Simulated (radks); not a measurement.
Results of a calculation; reference values are marked as such.
O3+, 5 electrons, occupied as [He] 2s2 5f1 (not the ground configuration). Code: a radial shooting solver on a logarithmic mesh with Libxc functionals. Model: non-relativistic Kohn-Sham, LDA (Slater exchange, Perdew-Wang correlation), spin-polarised, spherical densities, point nucleus; open shells are filled with parallel spins first.

X-ray form factor f0, the Fourier transform of the density (f0(0) = 5):

| sin(theta)/lambda (1/angstrom) | f0 (electrons) |
|---|---|
| 0.05 | 4.205 |
| 0.1 | 3.874 |
| 0.15 | 3.722 |
| 0.2 | 3.427 |
| 0.25 | 3.180 |
| 0.3 | 2.937 |
| 0.4 | 2.470 |
| 0.5 | 2.097 |
| 0.6 | 1.835 |
| 0.8 | 1.543 |
| 1 | 1.381 |
| 1.25 | 1.203 |
| 1.5 | 1.020 |
| 2 | 0.691 |
